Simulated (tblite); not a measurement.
Species: C7H11FSi.
Geometry (GFN2-xTB, Å), atoms numbered from 1 in this order:
```xyz
20
C7H11FSi angstrom
C      2.4323   -1.7608   -0.1677
C      2.2304   -0.5944    0.0089
C      1.9421    0.8098    0.2054
C      0.4621    1.1209   -0.0631
C      0.1342    0.9128   -1.5398
Si    -0.6357    0.0617    1.0737
C     -1.6970   -1.3446    0.3979
C     -2.4914   -0.0693    0.6976
F     -3.3836   -0.1805    1.7387
H      2.6308   -2.7798   -0.3163
H      2.5742    1.3994   -0.4671
H      2.1983    1.0814    1.2337
H      0.3084    2.1796    0.1737
H      0.3405   -0.1147   -1.8311
H     -0.9127    1.1286   -1.7404
H      0.7419    1.5699   -2.1614
H     -0.2680    0.0014    2.4790
H     -1.6701   -1.6449   -0.6397
H     -1.9376   -2.1750    1.0457
H     -3.0043    0.4093   -0.1308
```

Computed values, GFN2-xTB/tblite, gas phase, harmonic and unscaled. Against measured fundamentals such values can be off by several per cent, at times by over 20. Modes of hydrogen on silicon can be 10 to 20 % off. One conformer, not necessarily the lowest.

Harmonic wavenumbers (cm⁻¹): 26.9, 50.9, 95.8, 121.7, 127.5, 217.3, 229.8, 246.3, 293.0, 330.9, 343.1, 397.6, 475.5, 542.4, 611.5, 635.1, 642.1, 658.5, 676.5, 717.5, 770.4, 886.8, 904.9, 932.4, 959.7, 981.5, 1020.9, 1056.6, 1093.2, 1096.8, 1122.0, 1126.7, 1183.2, 1241.9, 1278.5, 1292.3, 1327.9, 1415.1, 1416.3, 1457.9, 1501.0, 1507.2, 2293.7, 2343.0, 2918.4, 2931.1, 2954.5, 2995.0, 3007.9, 3034.5, 3038.8, 3064.5, 3086.9, 3399.3.

A = 2497, B = 771.2, C = 704.7 MHz; mass 142.061 u (most abundant isotopes); point group C1, symmetry number 1.

Question: What is the zero-point energy?

Answer: ½Σν̃ = 34040 cm⁻¹ = 97.33 kcal/mol.

Question: Entropy at 500 K, 1 bar (ideal gas, RRHO, classical rotation)?

Answer: Translation 43.36, rotation 31.39, vibration 59.05: S = 133.8 cal/(mol K).

Question: And Cp and H(500 K) − H(0)?

Answer: Cp = 62.57 cal/(mol K), of which vibrations give 54.62 (their classical limit is 54 R = 107.3); H(500 K) − H(0) = 18.64 kcal/mol without the zero-point energy, 14.66 from vibrations.

Question: Blend soft modes into free rotors: weight 1/[1 + (100 cm⁻¹/ν̃)⁴] for the oscillator and the rest for a rotor with moment μB/(μ + B), μ = h/(8π²ν), B = 10⁻⁴⁴ kg m². What vibrational entropy results?

Answer: 53.84 cal/(mol K) in place of 59.05, which changes −T·S at 500 K by +2.61 kcal/mol.

Question: How do the functions run with temperature in this model?

Answer: 
| T (K) | S (cal/(mol K)) | Cp (cal/(mol K)) | H − H(0) (kcal/mol) | G − H(0) (kcal/mol) | ln q(vib) |
| --- | --- | --- | --- | --- | --- |
| 100 | 73.5 | 20.9 | 1.44 | -5.92 | 2.59 |
| 200 | 91.5 | 32.3 | 4.10 | -14.21 | 5.80 |
| 300 | 106.8 | 43.7 | 7.90 | -24.14 | 8.91 |
| 800 | 167.4 | 80.1 | 40.28 | -93.63 | 23.40 |
| 1000 | 186.1 | 87.7 | 57.11 | -129.02 | 28.54 |

q(vib) and H(0) count from the zero-point level.

Question: What must be added to the electronic energy to get the Gibbs energy at 500 K and 1 bar?

Answer: ZPE + [H(500 K) − H(0)] − T·S = 97.33 + 18.64 − 66.90 = 49.07 kcal/mol.

Question: Which modes carry the vibrational entropy at 500 K?

Answer: 26.9 cm⁻¹: 7.07; 50.9 cm⁻¹: 5.81; 95.8 cm⁻¹: 4.55; 121.7 cm⁻¹: 4.08; 127.5 cm⁻¹: 3.99; 217.3 cm⁻¹: 2.95 cal/(mol K); the other 48 give 30.60 together.

Hindered rotation and anharmonicity are outside this model. Other conformers, if any are populated, would add a mixing term that is left out. The structure is chiral; the term R ln 2 for an equal mix with its mirror image is left out.
